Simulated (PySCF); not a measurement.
**How methods differ on the excitation energy of Lu⁺**

Lu⁺ [Xe] 4f14 6s2 (1S) → Lu⁺ [Xe] 4f14 6s1 6p1 (3P), as a difference of total energies. Calculation: PySCF 2.14, in x2c-TZVPPall with one added diffuse shell each of s, p, d type (12s8p8d2f2g, 108 functions); scalar relativity by spin-free X2C-1e. Correlated levels: valence: [Kr] 4d10 frozen; valence and next inner shell: [Ar] 3d10 frozen. The calculations carry no spin-orbit coupling.

| method | excitation energy (cm⁻¹) | error (cm⁻¹) |
| --- | --- | --- |
| UHF | 21645 | -8915 |
| LDA | 32436 | +1876 |
| PBE | 30427 | -133 |
| PBE0 | 28906 | -1654 |
| r2SCAN | 27271 | -3289 |
| M06-2X | 31651 | +1091 |
| PW91 | 30440 | -120 |
| revPBE | 29440 | -1120 |
| MP2 (valence) | 31447 | +887 |
| SCS-MP2 (valence) | 31408 | +848 |
| MP2 (valence and next inner shell) | 31684 | +1124 |
| SCS-MP2 (valence and next inner shell) | 31604 | +1044 |

Reference: 30560 cm⁻¹ (measured; NIST levels, between the centres of gravity of the two terms).

Errors of the correlated levels include the incompleteness of this basis and the frozen core.
